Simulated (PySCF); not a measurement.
Two species compared at the same levels of theory.

First species: C4H5F3OS.
SMILES: `CC(=S)O[C@H](F)C(F)F`

Second species: C5H12Si2.
InChI=1S/C5H12Si2/c1-4-2-7-3-5(4)6/h3-4H,2,7H2,1,6H3/t4-/m0/s1

Levels: PBE0/pcSseg-1 for HOMO energy, LUMO energy and HOMO–LUMO gap. Geometries: GFN2-xTB. Each species is one conformer at its optimised geometry, gas phase, non-relativistic unless stated; the electronic structure was computed with PySCF and density fitting.

Dipoles, sizes and rotational constants follow the conformer. The torsions of the flexible species, by atom-mapped SMILES:
- `[CH3:1][C:2](=[S:3])[O:4][C@H:5]([F:6])[CH:7]([F:8])[F:9]`: C1–C2–O4–C5 177°, C2–O4–C5–F6 -154°, O4–C5–C7–F8 -179°

The conformers of `C[C@H]1C[SiH2]C=C1[SiH3]` aren't listed.

```csv
property,column X,column Y
HOMO energy,-7.25 eV,-7.51 eV
LUMO energy,-2.04 eV,-0.60 eV
HOMO–LUMO gap,5.21 eV,6.91 eV
```

Task: Which column belongs to which species?

Result: Column X is the first species and column Y the second. The first has 14 atoms and 80 electrons, the second 19 and 70.

Task: How does each property change from the first species to the second?

Result: HOMO energy -0.26 eV; LUMO energy +1.44 eV; HOMO–LUMO gap +1.70 eV.

